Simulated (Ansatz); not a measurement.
Relaxation of AlF2H3O2 (8 atoms, charge 0, multiplicity 1), to a largest force component of 0.03 eV/Å in at most 50 steps.

The calculation used Ansatz 0.2.0, RKS PBE0-D4/6-31G*.

```xyz
8
Properties=species:S:1:pos:R:3:forces:R:3
Al 0.161 0.435 -0.420 0.04 0.26 0.88
O -0.112 0.052 2.498 0.10 0.81 -0.88
H -1.063 -0.102 2.584 0.00 0.00 0.02
O 1.660 -0.122 -0.980 -0.10 0.13 0.04
H 1.740 -0.981 -1.403 -0.01 -0.06 -0.02
F -1.272 -0.298 -0.766 0.00 0.00 -0.03
F 0.091 1.913 0.362 0.03 -0.44 -0.25
H -0.047 1.010 2.276 -0.05 -0.69 0.24
```

**Question.** Where does it end, and by what steps?

**Answer.** The forces met the threshold. After 10 steps the energy has fallen by 0.832 eV; H3 moved furthest, 0.65 Å. Joined: Al1–O2.

```
step  energy less start (eV)  largest force component (eV/Å)  accepted
   0                  0.0000                           0.883       yes
   1                 -0.2044                           1.253       yes
   2                 -0.4375                           1.460       yes
   3                 -0.7114                           0.675       yes
   4                 -0.7875                           0.757       yes
   5                 -0.7801                           0.889        no
   6                 -0.8215                           0.247       yes
   7                 -0.8276                           0.178       yes
   8                 -0.8316                           0.096       yes
   9                 -0.8317                           0.112       yes
  10                 -0.8320                           0.017       yes
```

```xyz
8
Properties=species:S:1:pos:R:3
Al 0.139 0.475 -0.047
O 0.003 0.092 1.894
H -0.870 -0.320 2.007
O 1.590 -0.159 -0.681
H 1.570 -0.986 -1.169
F -1.311 -0.283 -0.381
F 0.078 2.118 0.218
H -0.040 0.970 2.309
```

Whether the end is a true minimum wasn't checked by a vibrational analysis.

Time of the run: 8.9 s on 2 threads of AMD EPYC 9B45 (Zen 5), with other jobs on the host, peak memory 0.18 GiB.
